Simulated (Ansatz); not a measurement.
C3H10Si2 can be A, `[SiH3]C[SiH]1CC1`, or B, `CC=C([SiH3])[SiH3]`.

Computed with Ansatz on PBE0-D4/def2-TZVP structures; ΔE is electronic, products minus reactants. CCSD(T)/CBS adds triple-zeta CCSD(T) − MP2 to the extrapolated MP2 energy (def2 sets, frozen cores). Functionals use def2-TZVPP. B3LYP here is the variant with VWN-RPA as its local correlation; programs differ in this. Each species was taken in one conformer, which may not be the lowest.

(1) Which isomer does CCSD(T)/CBS put lower? Give the gap. (Estimate.)

(2) Give E(B) − E(A) in kcal/mol with PBE0-D4, B3LYP-D4, r2SCAN-D4, CCSD(T)/def2-TZVPP, B3LYP, MP2/def2-TZVPP, B2PLYP. (Best estimate.)

Largest T1 diagnostic: 0.012.

Results:

(1) Computed: B, by 0.9 kcal/mol.

(2) The calculation gave: PBE0-D4 2.5, B3LYP-D4 -3.5, r2SCAN-D4 1.7, CCSD(T)/def2-TZVPP -1.5, B3LYP -2.6, MP2/def2-TZVPP 0.9, B2PLYP -1.8. The order is the other way round with PBE0-D4, r2SCAN-D4, MP2/def2-TZVPP.

The D4 term adds −0.9 kcal/mol with B3LYP and −0.5 kcal/mol with PBE0; it sums over pairs of atoms, weighted by their polarisabilities, and B3LYP, whose exchange is more repulsive, gets the larger term. From PBE to PBE0 (25 % exact exchange), in def2-TZVPP and without D4, E(B) − E(A) moves by +0.9 kcal/mol.
